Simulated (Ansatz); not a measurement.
CHN (SMILES C#N), charge 0, multiplicity 1, relaxed at each level with Ansatz (a first-principles code); harmonic frequencies from differences of analytic forces, average atomic masses, frozen cores.

```csv
level,C1–N2 (Å),C1–H3 (Å),N2–C1–H3 (°),dipole (D)
HF/def2-TZVPP,1.1241,1.0575,180.0,3.26
PBE/def2-TZVPP,1.1584,1.0754,180.0,2.93
r2SCAN/def2-TZVPP,1.1493,1.0679,180.0,3.02
B3LYP/def2-TZVPP,1.1462,1.0662,180.0,3.02
PBE0/def2-TZVPP,1.1456,1.0682,180.0,3.03
wB97X-V/def2-TZVPP,1.1457,1.0695,180.0,3.06
MP2/cc-pVTZ,1.1668,1.0643,180.0,2.95
CCSD(T)/cc-pVDZ,1.1753,1.0826,180.0,2.79
CCSD(T)/cc-pVTZ,1.1601,1.0668,180.0,2.94
CCSD(T)/cc-pVQZ,1.1564,1.0668,180.0,2.99
```

Measured: equilibrium bond lengths H-C 1.0651, C-N 1.1533 Å [Piccardo et al., J. Phys. Chem. A 119, 2058 (2015), semi-experimental].
